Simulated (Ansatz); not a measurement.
[WO3S]2- (WSO3²⁻). Charge -2, multiplicity 1. Geometry PBE-D4/def2-SVPD.

Cartesian coordinates in Å:
```
W 0.045 -0.072 -0.020
O -0.704 -1.509 0.748
O 0.059 -0.326 -1.796
O 1.742 0.050 0.546
S -1.142 1.858 0.522
```

In the def2 sets W takes a core potential; there is no spin–orbit coupling. HSE06 is defined as in plane-wave codes, on full-range PBE exchange. A multiply charged anion in the gas phase is held together partly by the finite basis. Removing one electron lowers the energy by 0.66 eV at PBE0-D4/def2-TZVPD, so it isn't bound. At PBE-D4/def2-SVPD, r2SCAN-D4/def2-TZVPD, r2SCAN0-D4/def2-TZVPD, HSE06-D4/def2-TZVPD the highest occupied level of the charge -2 singlet lies above zero (up to 3.48 eV). By energy differences it is unbound by 0.65 eV (vertical, to the charge -1 doublet, at LC-ωPBE (ω = 0.30 bohr⁻¹)/def2-TZVPD) and held by the finite basis.

(1) Estimate the orbital energies around the gap (eV) in Ansatz with HF/def2-TZVPD, PBE-D4/def2-SVPD, r2SCAN-D4/def2-TZVPD, r2SCAN0-D4/def2-TZVPD, HSE06-D4/def2-TZVPD.

Results:

(1) 
```
orbital  HF/def2-TZVPD  PBE-D4/def2-SVPD  r2SCAN-D4/def2-TZVPD  r2SCAN0-D4/def2-TZVPD  HSE06-D4/def2-TZVPD
 HOMO−5          -2.91              2.35                  2.09                   0.70                 1.32
 HOMO−4          -2.91              2.37                  2.11                   0.70                 1.32
 HOMO−3          -2.48              2.37                  2.11                   0.87                 1.47
 HOMO−2          -2.06              2.73                  2.52                   1.11                 1.74
 HOMO−1          -0.23              3.48                  3.28                   2.23                 2.80
   HOMO          -0.23              3.48                  3.28                   2.23                 2.80
   LUMO           6.96              6.74                  6.19                   6.35                 5.87
 LUMO+1           7.89              7.14                  7.00                   7.22                 6.71
 LUMO+2           8.10              7.47                  7.28                   7.48                 6.98
 LUMO+3           8.10              7.47                  7.28                   7.48                 6.98
 LUMO+4           8.76              7.78                  7.50                   7.86                 7.28
 LUMO+5           8.77              7.78                  7.50                   7.86                 7.28
```
